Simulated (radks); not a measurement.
Problem. The mean radii <r> (bohr) of the occupied orbitals of an atom or ion are listed with their occupations. Calculated with a radial shooting solver on a logarithmic mesh with Libxc functionals: scalar-relativistic Kohn-Sham, PBE, spin-polarised, spherical densities, finite nucleus; Fermi nuclear charge, rms radius of each element as measured or else 0.836 A^(1/3) + 0.57 fm.

| orbital | occ. | <r> |
|---|---|---|
| 1s up | 1 | 0.06355 |
| 1s down | 1 | 0.06355 |
| 2s up | 1 | 0.2933 |
| 2s down | 1 | 0.2928 |
| 2p up | 3 | 0.2601 |
| 2p down | 3 | 0.2596 |
| 3s up | 1 | 0.9023 |
| 3s down | 1 | 0.9033 |
| 3p up | 3 | 0.9667 |
| 3p down | 3 | 0.9693 |
| 4s up | 1 | 3.325 |
| 3d up | 5 | 1.474 |

Name the element and its charge. Open shells, if any, are filled with parallel spins first.

Solution. Z = 24, chromium, charge 0: Cr in [Ar] 3d5 4s1. The 1s radius gives Z: for a bare nucleus <r> = (2 gamma + 1)/(2Z) with gamma = sqrt(1 - (Z/c)^2), 0.06186 bohr for Z = 24, and screening makes it slightly larger (0.06355 here). The occupations add up to 24, and the charge is Z minus that.
